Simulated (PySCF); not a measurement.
**Field gradients at the hydrogen positions**

C₆H₅PS.
Numbering: `[CH:1]#[C:2][c:3]1[p:4][cH:5][c:6]([CH3:7])[s:8]1` (hydrogens: H9 on C1; H10 on C5; H11, H12, H13 on C7)

Cartesian coordinates in Å at the GFN2-xTB level; atoms count from 1:
```xyz
13
C6H5PS angstrom
C      3.9939    0.0296    0.0604
C      2.8033   -0.1323    0.1336
C      1.4215   -0.3107    0.2120
P      0.6522   -1.6435    0.9898
C     -0.9617   -1.0475    0.6025
C     -1.0859    0.1116   -0.0894
C     -2.3634    0.7603   -0.5006
S      0.3979    0.8900   -0.5233
H      5.0329    0.1587    0.0041
H     -1.8334   -1.6019    0.9153
H     -2.4386    1.7608   -0.0752
H     -2.4122    0.8556   -1.5851
H     -3.2109    0.1696   -0.1619
```

Level: PBE0/pcSseg-1 (PySCF, non-relativistic); Q(2H) = 0.00286 b; rigid geometry, the same for H and D, with no vibrational averaging.

Task: Rank these positions by the coupling χzz of a deuteron there, largest first.
A. H10 (aromatic hydrogen)
B. H12 (methyl hydrogen)
C. H9 (alkyne hydrogen)

Result: C (267 kHz), A (224 kHz), B (207 kHz).

Task: Tabulate Vzz, the asymmetry η and χzz = 234.96 MHz × Q × Vzz for every hydrogen position.

Result: 
| atom | bonded to | bond length (Å) | Vzz (au) | η | χzz (kHz) |
| --- | --- | --- | --- | --- | --- |
| H9 | C1 | 1.048 | 0.3978 | 0.01 | 267 |
| H10 | C5 | 1.079 | 0.3328 | 0.07 | 224 |
| H11 | C7 | 1.090 | 0.3077 | 0.03 | 207 |
| H12 | C7 | 1.090 | 0.3078 | 0.03 | 207 |
| H13 | C7 | 1.087 | 0.3129 | 0.04 | 210 |

Task: A static deuteron (I = 1) shows a doublet split by (3/2)χ, (3/4)χ(1 + η) and (3/4)χ(1 − η) with the field along z, y and x of the gradient. What are these for H9?

Result: With |χ| = 267.3 kHz and η = 0.011: 401, 203 and 198 kHz, to first order and without motion.

Geometry: GFN2-xTB; no solvent, vibrations or thermal averaging. GFN2-xTB bond lengths can be off by several hundredths of an ångström, more for odd bonds, and the gradients follow them. With a basis this small, the couplings can be 20 % off.
